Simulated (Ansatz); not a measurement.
Ansatz results at the PBE0-D4/def2-TZVP geometry: LUMO energy (B3LYP/def2-TZVPP) -0.93 eV; HOMO–LUMO gap (B3LYP/def2-TZVPP) 6.80 eV; ideal-gas entropy at 298 K and 1 bar (rigid rotor, harmonic PBE0-D4/def2-TZVP) 353 J/(mol·K).

Each molecule was computed in one conformer, which needn't be the lowest.

(1) Which molecule gave them?
A. `[NH]=[Ta]([NH2])([F])[F]`
B. `[O]=[Ta]([OH])([Cl])[Cl]`
C. `[O]=[Ta]([Cl])([Cl])[Cl]`
D. `[NH]=[Ta]([NH2])([NH2])[F]`

Answers

(1) A. The others give `[O]=[Ta]([OH])([Cl])[Cl]`: -2.47, 6.69, 369; `[NH]=[Ta]([NH2])([NH2])[F]`: -0.38, 6.82, 366; `[O]=[Ta]([Cl])([Cl])[Cl]`: -2.95, 6.52, 363.

B3LYP here is the variant with VWN-RPA as its local correlation; programs differ in this.
